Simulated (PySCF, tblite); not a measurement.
C₅H₈FNO.
SMILES with atom numbers: `[CH3:1][C:2](=[O:3])[NH:4]/[C:5]([CH3:6])=[CH:7]\[F:8]` (hydrogens: H9, H10, H11 on C1; H12 on N4; H13, H14, H15 on C6; H16 on C7)

Cartesian coordinates in Å at the GFN2-xTB level; atoms count from 1:
```xyz
16
C5H8FNO angstrom
C      2.620   -0.027   -0.106
C      1.229   -0.510    0.250
O      1.012   -1.522    0.872
N      0.262    0.337   -0.217
C     -1.124    0.239   -0.092
C     -1.709   -0.924    0.636
C     -1.894    1.185   -0.627
F     -1.351    2.243   -1.289
H      2.724    0.057   -1.186
H      3.351   -0.735    0.271
H      2.803    0.949    0.340
H      0.573    1.155   -0.725
H     -1.407   -1.854    0.159
H     -2.793   -0.853    0.645
H     -1.336   -0.953    1.657
H     -2.967    1.222   -0.597
```

Computed with PBE0/pcSseg-1 in PySCF (dipole) on a GFN2-xTB geometry, gas phase.

Take the most abundant isotopes and a rigid rotor. The values belong to one conformer with, in the numbering `[CH3:1][C:2](=[O:3])[NH:4]/[C:5]([CH3:6])=[CH:7]\[F:8]`, C1–C2–N4–C5 180°, C2–N4–C5–C6 0°.

What are A, B and C (GHz)?

Ia = 154.13, Ib = 370.19, Ic = 518.08 u·Å²; 505379 MHz·u·Å²/I gives 3279, 1365 and 975.5 MHz, that is A = 3.2790, B = 1.3652, C = 0.9755 GHz.

What kind of rotor is it?

An asymmetric top; Ray's κ = -0.662.

What does the inertial defect say?

Not planar: Δ = Ic − Ia − Ib = -6.24 u·Å². For a rigid frame Δ = −2 Σ m c², so Σ m c² = 3.12 u·Å² lies off the ab plane, practically all of it from hydrogen. The atom farthest from that plane is 0.89 Å away.

Give the other two planar moments, Paa and Pbb, and the rms extents of the mass along the axes.

Paa = Σ m a² = (Ib + Ic − Ia)/2 = 367.07 and Pbb = Σ m b² = (Ia + Ic − Ib)/2 = 151.01 u·Å². With the mass M = 117.06 u, the rms extents √(P/M) along a, b and c are 1.77, 1.14, 0.16 Å.

Which types of transition are allowed, and where do some lines up to J = 3 fall?

The dipole components are |μa| = 0.90 D, |μb| = 1.32 D, |μc| = 0.00 D; the mirror of this Cs structure is the ab plane, so μc vanishes by symmetry and there are no c-type lines. The squared components, which scale the intensities, stand as 0.47 : 1.00 (a : b). Some lines, for components of 0.1 D or more:

```json
{"type": "a", "branch": "Q", "J(Ka,Kc)": "1(1,0) ← 1(1,1)", "MHz": "390", "lower level (cm⁻¹)": "0.142"}
{"type": "b", "branch": "R", "J(Ka,Kc)": "3(1,2) ← 2(2,1)", "MHz": "1829", "lower level (cm⁻¹)": "0.516"}
{"type": "b", "branch": "Q", "J(Ka,Kc)": "1(1,0) ← 1(0,1)", "MHz": "2303", "lower level (cm⁻¹)": "0.078"}
{"type": "a", "branch": "Q", "J(Ka,Kc)": "3(1,2) ← 3(1,3)", "MHz": "2334", "lower level (cm⁻¹)": "0.499"}
{"type": "b", "branch": "R", "J(Ka,Kc)": "2(0,2) ← 1(1,1)", "MHz": "2714", "lower level (cm⁻¹)": "0.142"}
{"type": "b", "branch": "Q", "J(Ka,Kc)": "2(1,1) ← 2(0,2)", "MHz": "2747", "lower level (cm⁻¹)": "0.232"}
{"type": "b", "branch": "Q", "J(Ka,Kc)": "3(1,2) ← 3(0,3)", "MHz": "3503", "lower level (cm⁻¹)": "0.460"}
{"type": "a", "branch": "R", "J(Ka,Kc)": "2(1,2) ← 1(1,1)", "MHz": "4292", "lower level (cm⁻¹)": "0.142"}
{"type": "a", "branch": "R", "J(Ka,Kc)": "2(0,2) ← 1(0,1)", "MHz": "4628", "lower level (cm⁻¹)": "0.078"}
{"type": "a", "branch": "R", "J(Ka,Kc)": "2(1,1) ← 1(1,0)", "MHz": "5071", "lower level (cm⁻¹)": "0.155"}
{"type": "b", "branch": "R", "J(Ka,Kc)": "3(0,3) ← 2(1,2)", "MHz": "5236", "lower level (cm⁻¹)": "0.285"}
{"type": "b", "branch": "Q", "J(Ka,Kc)": "2(2,0) ← 2(1,1)", "MHz": "5795", "lower level (cm⁻¹)": "0.324"}
{"type": "b", "branch": "R", "J(Ka,Kc)": "2(1,2) ← 1(0,1)", "MHz": "6205", "lower level (cm⁻¹)": "0.078"}
{"type": "a", "branch": "R", "J(Ka,Kc)": "3(1,3) ← 2(1,2)", "MHz": "6406", "lower level (cm⁻¹)": "0.285"}
{"type": "a", "branch": "R", "J(Ka,Kc)": "3(0,3) ← 2(0,2)", "MHz": "6814", "lower level (cm⁻¹)": "0.232"}
{"type": "b", "branch": "Q", "J(Ka,Kc)": "2(2,1) ← 2(1,2)", "MHz": "6910", "lower level (cm⁻¹)": "0.285"}
{"type": "b", "branch": "Q", "J(Ka,Kc)": "3(2,2) ← 3(1,3)", "MHz": "7526", "lower level (cm⁻¹)": "0.499"}
{"type": "a", "branch": "R", "J(Ka,Kc)": "3(1,2) ← 2(1,1)", "MHz": "7570", "lower level (cm⁻¹)": "0.324"}
{"type": "b", "branch": "R", "J(Ka,Kc)": "3(1,3) ← 2(0,2)", "MHz": "7984", "lower level (cm⁻¹)": "0.232"}
{"type": "b", "branch": "Q", "J(Ka,Kc)": "3(3,0) ← 3(2,1)", "MHz": "10317", "lower level (cm⁻¹)": "0.759"}
{"type": "b", "branch": "Q", "J(Ka,Kc)": "3(3,1) ← 3(2,2)", "MHz": "10575", "lower level (cm⁻¹)": "0.750"}
{"type": "b", "branch": "R", "J(Ka,Kc)": "2(2,1) ← 1(1,0)", "MHz": "10812", "lower level (cm⁻¹)": "0.155"}
{"type": "b", "branch": "R", "J(Ka,Kc)": "2(2,0) ← 1(1,1)", "MHz": "11256", "lower level (cm⁻¹)": "0.142"}
{"type": "b", "branch": "R", "J(Ka,Kc)": "3(2,2) ← 2(1,1)", "MHz": "12763", "lower level (cm⁻¹)": "0.324"}
{"type": "b", "branch": "R", "J(Ka,Kc)": "3(3,1) ← 2(2,0)", "MHz": "17543", "lower level (cm⁻¹)": "0.517"}
```

Estimate the classical rotational partition function at 25 K, 100 K and 200 K.

Point group Cs, symmetry number σ = 1; q = (√π/σ)·√((kT/h)³/(ABC)), k/h = 20836.6 MHz/K: 10100 at 25 K, 80700 at 100 K, 228000 at 200 K.

Its GFN2-xTB frequencies are all real (lowest 45 cm⁻¹). These are rigid-rotor constants of the computed structure; measured ground-state constants (B0) also hold zero-point vibration. A rigid rotor knows nothing of internal rotation, which can split or shift real lines. Quadrupole hyperfine structure (14N) is left out.
